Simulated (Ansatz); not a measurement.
An input meant for the cluster P₂W₂ (charge 0, singlet).

```yaml
crystal:
  periodic: [false, false, false]
  atoms:
    - {symbol: W, position_ang: [1.159963, 0.208822, -0.512285]}
    - {symbol: W, position_ang: [-0.997644, 0.756871, -0.288824]}
    - {symbol: P, position_ang: [-0.763715, -1.390076, -0.831363]}
    - {symbol: P, position_ang: [0.601386, 0.424383, 1.632472]}
basis:
  gaussian: {orbitals: def2-SVPD}
hamiltonian: {xc: {name: wB97X-D}}
output: {forces: true}
```

```sh
$ ansatz run in.yaml --threads 4 --pin off --events-out ev --progress --plain --max-ram 3916MiB
```

Q: Predict how Ansatz answers.

A: The program refused the input. The method's name isn't one that the program takes here.
```
Error: YAML parse error: error: line 10 column 19: hamiltonian.xc: no functional is named "wB97X-D"; the names, which are not case-sensitive, are SVWN5, SPW92, PBE, PBE0, PBEsol, revPBE, revPBE0, RPBE, rPW86-PBE, HSE06, wPBEh, LC-wPBE, HISS, HF, BLYP, B3LYP, B3LYP5, BHLYP, CAM-B3LYP, r2SCAN, r2SCANh, r2SCAN0, r2SCAN50, m-r2SCAN, B97, wB97, wB97X, wB97X-V, B97M-V, wB97M-V, B2PLYP, B2GP-PLYP, PBE0-DH, PBE-QIDH
  --> <input>:10:19
   |
 8 | basis:
 9 |   gaussian: {orbitals: def2-SVPD}
10 | hamiltonian: {xc: {name: wB97X-D}}
   |                   ^ hamiltonian.xc: no functional is named "wB97X-D"; the names, which are not case-sensitive, are SVWN5, SPW92, PBE, PBE0, PBEsol, revPBE, revPBE0, RPBE, rPW86-PBE, HSE06, wPBEh, LC-wPBE, HISS, HF, BLYP, B3LYP, B3LYP5, BHLYP, CAM-B3LYP, r2SCAN, r2SCANh, r2SCAN0, r2SCAN50, m-r2SCAN, B97, wB97, wB97X, wB97X-V, B97M-V, wB97M-V, B2PLYP, B2GP-PLYP, PBE0-DH, PBE-QIDH
11 | output: {forces: true}
   |
```
